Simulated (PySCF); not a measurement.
PySCF 2.14 output of an unrestricted HSE06 calculation on a single atom or ion in dyall-acv3z (19s12p6d4f, 113 functions), with the spin-free X2C one-electron Hamiltonian (Gaussian nucleus):

```
SCF conv_tol = 1e-09
number electrons alpha = 10  beta = 7
    J. Heyd, G. E. Scuseria, and M. Ernzerhof.,  J. Chem. Phys. 118, 8207 (2003)
    J. Heyd, G. E. Scuseria, and M. Ernzerhof.,  J. Chem. Phys. 124, 219906 (2006)
    A. V. Krukau, O. A. Vydrov, A. F. Izmaylov, and G. E. Scuseria.,  J. Chem. Phys. 125, 224106 (2006)
cycle= 1 E= -527.480759299232  delta_E= -0.0118  |g|= 0.0246  |ddm|= 0.418
cycle= 2 E= -527.483790207317  delta_E= -0.00303  |g|= 0.0153  |ddm|= 0.272
cycle= 3 E= -527.488241239933  delta_E= -0.00445  |g|= 0.0299  |ddm|= 0.414
cycle= 4 E= -527.485510114497  delta_E= 0.00273  |g|= 0.0285  |ddm|= 0.241
cycle= 5 E= -527.48406891286  delta_E= 0.00144  |g|= 0.028  |ddm|= 0.115
cycle= 6 E= -527.480230129086  delta_E= 0.00384  |g|= 0.0284  |ddm|= 0.356
cycle= 7 E= -527.480093823824  delta_E= 0.000136  |g|= 0.00233  |ddm|= 0.186
cycle= 8 E= -527.480085480833  delta_E= 8.34e-06  |g|= 0.000903  |ddm|= 0.0161
cycle= 9 E= -527.480089167243  delta_E= -3.69e-06  |g|= 0.000884  |ddm|= 0.00817
cycle= 10 E= -527.480087003438  delta_E= 2.16e-06  |g|= 0.000574  |ddm|= 0.00452
cycle= 11 E= -527.480085778698  delta_E= 1.22e-06  |g|= 0.000481  |ddm|= 0.0025
cycle= 12 E= -527.480084657646  delta_E= 1.12e-06  |g|= 2.83e-05  |ddm|= 0.0127
cycle= 13 E= -527.480084653588  delta_E= 4.06e-09  |g|= 1.52e-06  |ddm|= 0.000445
cycle= 14 E= -527.480084653556  delta_E= 3.23e-11  |g|= 6.51e-08  |ddm|= 4.15e-05
converged SCF energy = -527.480084653556  <S^2> = 3.7515359  2S+1 = 4.0007679
```

The run itself started from symmetry-adapted Hartree-Fock orbitals and held the occupation by maximum overlap, on a logarithmic radial grid, so the iterations belong to that start.

Task: Which element, charge and spin multiplicity is this?

Result: Ar⁺ (argon, charge +1), multiplicity 4; the state was [Ne] 3s1 3p5 4s1, high-spin 4P determinant (an excited configuration).

The outer electron is Rydberg-like, and this basis confines it to a smaller radius and binds it less than a complete one would.
